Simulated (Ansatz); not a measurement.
Relaxation of BFH5NO (9 atoms, charge 0, multiplicity 1), to a largest force component of 0.03 eV/Å in at most 50 steps.

These are results of RHF/6-31G* in Ansatz, not measurements.

```xyz
9
Properties=species:S:1:pos:R:3
B 0.063 0.546 -0.282
H 0.086 -0.394 1.929
N 1.325 0.079 -0.685
H 1.419 -0.764 -1.206
H 2.164 0.607 -0.625
F -1.011 -0.181 -0.549
O -0.152 1.742 0.372
H 0.631 2.231 0.582
H -0.131 0.264 2.032
```

Problem. Where does it end, and by what steps?

Solution. It converged. The force dipped under the threshold on the way, but the program's further checks kept it going. After 24 steps the energy has fallen by 0.285 eV; H2 moved furthest, 1.57 Å.

```tsv
step	energy less start (eV)	largest force component (eV/Å)	accepted
0	0.0000	1.296	yes
1	-0.1662	0.394	yes
2	-0.1233	1.871	no
3	-0.2115	0.109	yes
4	-0.2358	0.132	yes
5	-0.2588	0.087	yes
6	-0.2687	0.097	yes
7	-0.2652	0.245	no
8	-0.2692	0.067	yes
9	-0.2718	0.025	yes
10	-0.2716	0.387	no
11	-0.2734	0.020	yes
12	-0.2744	0.096	yes
13	-0.2748	0.277	yes
14	-0.2766	0.168	yes
15	-0.2783	0.100	yes
16	-0.2781	0.247	no
17	-0.2801	0.080	yes
18	-0.2813	0.114	yes
19	-0.2821	0.106	yes
20	-0.2831	0.107	yes
21	-0.2837	0.130	yes
22	-0.2844	0.070	yes
23	-0.2848	0.025	yes
24	-0.2853	0.026	yes
```

```xyz
9
Properties=species:S:1:pos:R:3
B 0.108 0.593 -0.689
H -0.084 -0.263 3.485
N 1.383 0.218 -1.150
H 1.490 -0.451 -1.879
H 2.242 0.568 -0.794
F -0.956 0.034 -1.252
O -0.130 1.490 0.301
H 0.642 1.881 0.681
H -0.301 0.061 2.866
```

Whether the end is a true minimum wasn't checked by a vibrational analysis.

Time of the run: 39 s on 1 thread of Intel(R) Xeon(R) Platinum 8259CL CPU @ 2.50GHz (Skylake/Cascade Lake), on a shared host, peak memory 0.16 GiB.
